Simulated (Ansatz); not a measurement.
```xyz
7

S     0.0063    1.4084   -1.0308
C     0.1094   -0.3680   -0.6410
Zn   -0.4305   -0.6142    1.2159
H     0.7341    1.8890   -0.0098
H     1.0839   -0.7659   -0.9256
H    -0.6333   -0.8322   -1.2952
H    -0.8699   -0.7171    2.6867
```

The species carries charge 0 and has multiplicity 1.

Task: List the PBE/def2-TZVPP orbital energies in eV (Ansatz 0.2.0). (An estimate is asked.)

Result: Ansatz gave: Occupied: -9407.45, -2395.73, -1134.04, -999.82, -999.82, -999.76, -269.44, -208.64, -154.82, -154.72, -154.52, -126.13, -83.53, -83.52, -83.36, -19.12, -15.49, -12.14, -11.74, -11.66, -11.65, -11.63, -10.55, -9.53, -9.04, -7.96, -6.93, -5.26. Lowest empty: -1.36, -1.23, -0.86, 0.74, 0.80, 1.53, 1.88, 2.00.
